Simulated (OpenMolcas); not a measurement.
**5d4 along the 72-electron sequence**

* Program: OpenMolcas
* Method: CASSCF
* Basis: ANO-RCC-VQZP
* Scalar Hamiltonian: DKH2, point nucleus
* Spin-orbit coupling: state interaction with AMFI integrals over the reference wave functions, term energies averaged over their components

Active space for each ion: 4 electrons in 10 orbitals (5d 6d).

Computed levels in cm-1 above 5D0:

| Level | W2+ | Re3+ | Os4+ | Ir5+ | Pt6+ | Au7+ |
| --- | --- | --- | --- | --- | --- | --- |
| 5D1 | 1710 | 2587 | 3636 | 4872 | 6554 | 8648 |
| 5D2 | 3705 | 5335 | 7193 | 9368 | 12109 | 15456 |
| 5D3 | 5667 | 7863 | 10275 | 13042 | 16372 | 20321 |
| 5D4 | 7506 | 10064 | 12743 | 15687 | 19005 | 22674 |
| 3H4 | 15898 | 18894 | 21825 | 25189 | 29046 | 33639 |
| 3H5 | 19011 | 23060 | 27040 | 31461 | 36341 | 41874 |
| 3G3 | 19220 | 22915 | 26446 | 30351 | 34609 | 39391 |
| 3P1(1) | 19437 | 23609 | 27713 | 32300 | 37367 | 43126 |
| 3F2(1) | 20110 | 24022 | 27721 | 31757 | 36074 | 40828 |
| weight of 5D in the lowest level (%) | 83 | 78 | 73 | 68 | 63 | 58 |

Mixed levels, with the weight of the term that names them: W2+ 3H4 (66 %), W2+ 3G3 (59 %), Re3+ 3H4 (63 %), Re3+ 3G3 (61 %), Os4+ 5D0 (73 %), Os4+ 3H4 (61 %), Os4+ 3G3 (63 %), Ir5+ 5D0 (68 %), Ir5+ 5D4 (72 %), Ir5+ 3H4 (59 %), Ir5+ 3G3 (63 %), Ir5+ 3F2(1) (71 %), Pt6+ 5D0 (63 %), Pt6+ 5D4 (63 %), Pt6+ 3H4 (56 %), Pt6+ 3G3 (63 %), Pt6+ 3F2(1) (66 %), Au7+ 5D0 (58 %), Au7+ 5D4 (53 %), Au7+ 3H4 (53 %), Au7+ 3G3 (63 %), Au7+ 3P1(1) (72 %), Au7+ 3F2(1) (61 %).

Measured, with the error of the calculation in %. Measured levels: W2+ from NIST levels as listed in McCann et al., Mon. Not. R. Astron. Soc. 538, 537 (2025); Re3+ from the list in Brasseur, Gamrath and Quinet, At. Data Nucl. Data Tables 157, 101636 (2024); Os4+ from the list in Palmeri et al., Atoms 14, 22 (2026).

```csv
Level,W2+,Re3+,Os4+
5D1,2256 (-24.2),3084 (-16.1),4311 (-15.7)
5D2,4461 (-16.9),5979 (-10.8),8083 (-11.0)
5D3,6278 (-9.7),8350 (-5.8),11018 (-6.7)
5D4,7687 (-2.4),10121 (-0.6),12966 (-1.7)
3H4,13701 (+16.0),16946 (+11.5),20374 (+7.1)
3H5,,20930 (+10.2),25344 (+6.7)
3G3,,19817 (+15.6),23942 (+10.5)
3P1(1),,19340 (+22.1),24680 (+12.3)
3F2(1),,19851 (+21.0),
```

The fine-structure level 5D4 changes by a factor of 3.02 from W2+ to Au7+. Its fourth root runs 9.31, 10.02, 10.62, 11.19, 11.74, 12.27, with steps per unit of Z of 0.71, 0.61, 0.57, 0.55, 0.53; equal steps would mean a (Z - σ)^4 law with constant σ.

3H4 changes by a factor of 2.12 over the same range, with steps per unit of Z of +3000, +2930, +3360, +3860, +4590 cm-1.

Without dynamic correlation excited terms often stand tens of per cent too high (terms of higher spin than the ground term too low), and those without a measured partner can miss by more than the paired ones. Active for correlation alone: 6d; no level in the range computed is led by a configuration that fills it, so any true level of that kind is missing. Some levels mix across a computed gap that differs much from the measured one, so their mixing is not that of the real levels (holds for Re3+). Computed and measured levels are paired by configuration, term and J; levels that our copy of the source lacks, or whose pairing is in doubt (as where it misses far off the trend of its configuration), stay unpaired and out of the deviations. Only configurations of the active space appear.

A number in round brackets counts repeated terms of one configuration in the order of the reference energies.
